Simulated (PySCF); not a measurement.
Phenanthrene, SMILES c1ccc2c(c1)ccc1ccccc12, GFN2-xTB optimised geometry. Atoms within 1.6 Å of the plane z = 0.0 Å (x, y, z in Å): C1 (-1.78, -3.07, 0.00), C2 (-2.48, -1.86, 0.00), C3 (-1.81, -0.66, 0.00), C4 (-0.41, -0.61, 0.00), C5 (0.30, -1.84, 0.00), C6 (-0.41, -3.05, 0.00), C7 (1.72, -1.83, 0.00), C8 (2.42, -0.67, 0.00), C9 (1.75, 0.58, 0.00), C10 (2.48, 1.78, 0.00), C11 (1.85, 3.00, 0.00), C12 (0.46, 3.05, 0.00), C13 (-0.28, 1.89, 0.00), C14 (0.33, 0.63, 0.00), H15 (-2.31, -4.01, 0.00), H16 (-3.56, -1.88, 0.00), H17 (-2.39, 0.25, 0.00), H18 (0.15, -3.97, 0.00), H19 (2.24, -2.78, 0.00), H20 (3.50, -0.67, 0.00), H21 (3.56, 1.73, 0.00), H22 (2.42, 3.91, 0.00), H23 (-0.04, 4.01, 0.00), H24 (-1.36, 1.97, 0.00).

Method: CAM-B3LYP/def2-SVP run with PySCF. Cells within 0.4 Å of a nucleus heavier than hydrogen are left out (blank, or x).

Map of the electrostatic potential (hartree/e), clipped to [-0.08, 0.12] on the plane z = 0.0 Å:

```
|000000000000000000000000000|
|000000000000000000000000000|
|000000000000110000100000000|
|000000000001232112221000000|
|000000000012998228962000000|
|000000000013999999992000000|
|000000000012999999992000000|
|00000000122499x9xx972100000|
|000000012699999999997410000|
|000000113999xx9999x99941000|
|000000123899999999x99941000|
|000000149759999999999521000|
|0000012999899xx9xx984211000|
|000001299999999999999621000|
|000001269xx9x99999x99931000|
|000013599x99999999x99931000|
|00013999x99999x999995310000|
|00014999x9999xx9xx941100000|
|000127999999999999951000000|
|000011279xx9x99799971000000|
|000001169999999438831000000|
|000000299999999522210000000|
|000000169932599311100000000|
|000000123311133110000000000|
|000000001100011000000000000|
|000000000000000000000000000|
|000000000000000000000000000|
```
Scale: ten equal steps from 0.001 (start of '0') to 0.120 (end of '9'), in the order '0123456789'; x runs from -6.50 to 6.50, y from -6.50 (bottom) to 6.50 (top).
